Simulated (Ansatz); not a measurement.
Species: H3GeOF, charge 0, singlet. H3GeOF (SMILES [OH][GeH2][F]).
B3LYP-D3(BJ)/def2-TZVP minimum from Ansatz (an electronic-structure program):
```xyz
6

Ge    -0.2297    -0.2486     0.0280
O      1.4551    -0.4179    -0.4920
F     -0.5354     1.4543     0.2913
H     -1.0843    -0.6997    -1.1539
H     -0.4854    -0.9134     1.3880
H      2.0974    -0.1769     0.1836
```

Total energies in cc-pVDZ, 20 correlated electrons, 16 frozen orbitals. UHF or UKS for unpaired electrons; spin-orbit terms are left out. Correlated methods leave the cores frozen (noble-gas shells, and filled d and f shells in the p block). No relativity.

```csv
method,program,energy (Eh),minus CCSDT(Q) (mEh)
HF,Ansatz,-2251.44219,509.09
MP2,Ansatz,-2251.92005,31.23
CCSD,Ansatz,-2251.94008,11.20
CCSD(T),Ansatz,-2251.94935,1.93
CCSDT(Q),Ansatz,-2251.95128,0.00
```

Rough core times of Ansatz's runs on a shared machine: CCSD(T) under 20 s, CCSDT(Q) 3 min.
